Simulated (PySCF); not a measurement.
C2H3AlFNO2, SMILES O=C=[N][Al]([F])[O]C.

The structure is a stationary point at B3LYP-D3(BJ)/def2-SVP. Other conformers were not sampled.

Method: TDDFT-LC-ωPBE/def2-SVPD in PySCF.

Vertical excitations. Isolated molecule, no solvent. State labels are in the subgroup Cs.

Computed lowest excited states:
```csv
state,symmetry,energy (eV),λ (nm),f,main pairs
S1,A",6.96,178,0.000,"HOMO−1→LUMO+1 50 %, HOMO−3→LUMO+1 27 %"
S2,A",7.27,171,0.009,HOMO→LUMO 74 %
S3,A',7.39,168,0.007,"HOMO−2→LUMO+1 21 %, HOMO→LUMO+1 19 %, HOMO−1→LUMO 17 %, HOMO−1→LUMO+4 15 %"
S4,A',7.42,167,0.033,"HOMO−1→LUMO 53 %, HOMO−2→LUMO+1 11 %"
S5,A",7.69,161,0.000,"HOMO−2→LUMO+4 26 %, HOMO−2→LUMO+5 22 %, HOMO→LUMO+4 10 %, HOMO→LUMO+5 8 %"
S6,A',7.92,157,0.018,HOMO−3→LUMO 65 %
S7,A",7.96,156,0.031,HOMO−2→LUMO 70 %
S8,A",8.18,152,0.005,"HOMO−3→LUMO+1 50 %, HOMO−1→LUMO+1 35 %"
S9,A',8.40,148,0.138,"HOMO→LUMO+1 65 %, HOMO−2→LUMO+1 20 %"
S10,A",9.04,137,0.027,"HOMO→LUMO+2 63 %, HOMO→LUMO+3 13 %"
T1,A',6.47,192,0,"HOMO−2→LUMO+1 40 %, HOMO→LUMO+1 19 %, HOMO−2→LUMO+8 7 %"
T2,A",6.68,186,0,"HOMO−1→LUMO+1 42 %, HOMO−3→LUMO+1 25 %"
T3,A',6.89,180,0,"HOMO−1→LUMO+4 17 %, HOMO−1→LUMO+5 14 %, HOMO−3→LUMO+4 13 %, HOMO−3→LUMO+5 13 %"
T4,A",6.90,180,0,"HOMO→LUMO 64 %, HOMO→LUMO+4 12 %"
```
Triplets are in the Tamm–Dancoff approximation, which puts them higher than full response would, so one can lie above its singlet here.
